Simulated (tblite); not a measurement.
Species: C₅H₃ClFO (doublet state).
SMILES with atom numbers: `[CH2:1]/[C:2](=[CH:3]\[F:4])[C:5]([Cl:6])=[C:7]=[O:8]` (hydrogens: H9, H10 on C1; H11 on C3)

Computed geometry: GFN2-xTB, gas phase. This method treats the open shell by occupation alone, without spin polarisation.

**Question.** What internal coordinates does the optimisation give?

**Answer.** 
```
  bond  length (Å)   order
 C1–C2       1.380  single
 C2=C3       1.384  double
 C3–F4       1.337  single
 C2–C5       1.464  single
C5–Cl6       1.758  single
 C5=C7       1.307  double
 C7=O8       1.159  double
 C1–H9       1.073  single
C1–H10       1.073  single
C3–H11       1.076  single
```

Orders are formal, as drawn. A selection of angles:
```
    angle  degrees
 C1–C2–C3    122.5
 C1–C2–C5    119.3
 C3–C2–C5    118.2
 C2–C3–F4    120.3
C2–C5–Cl6    120.9
 C2–C5–C7    126.3
Cl6–C5–C7    112.8
 C5–C7–O8    177.5
```

Torsions: C1–C2–C3–F4 0° (synperiplanar); C1–C2–C5–Cl6 180° (antiperiplanar).

Of the pairs four or more bonds apart, Cl6···H11 is among the closest relative to their van der Waals radii: 2.64 Å, 90 % of the sum of Bondi's values. The 8 heavy atoms lie in one plane (0.004 Å rms). C5 (carbon bonded to 2 C and Cl) is planar (angles 126.3°, 120.9° and 112.8°, sum 360.0°, 0.00 Å off the plane of its three neighbours). C3 (carbon bonded to C, F and H) is planar (angles 126.3°, 120.3° and 113.3°, sum 360.0°, 0.00 Å off the plane of its three neighbours). The 4 C–C bonds span 1.307 Å (C5=C7, drawn double) to 1.464 Å (C2–C5, drawn single), a spread of 0.157 Å. C1 (carbon bonded to C and 2 H) is planar (angles 121.5°, 120.1° and 118.4°, sum 360.0°, 0.00 Å off the plane of its three neighbours). C2 (carbon bonded to 3 C) is planar (angles 122.5°, 119.3° and 118.2°, sum 360.0°, 0.00 Å off the plane of its three neighbours).

Point group: Cs (every atom within 0.08 Å of its image). Its GFN2-xTB frequencies are all real (lowest 31 cm⁻¹). Torsions: H–C1–C2–C3 180° and 0°, C1–C2–C5–Cl6 180°.

The run took 0.71 s on Arm Neoverse V1, one thread, shared host with 32 logical CPUs at a one-minute load of 9.3. That covers the optimisation of the geometry.

One conformer stands for the species.
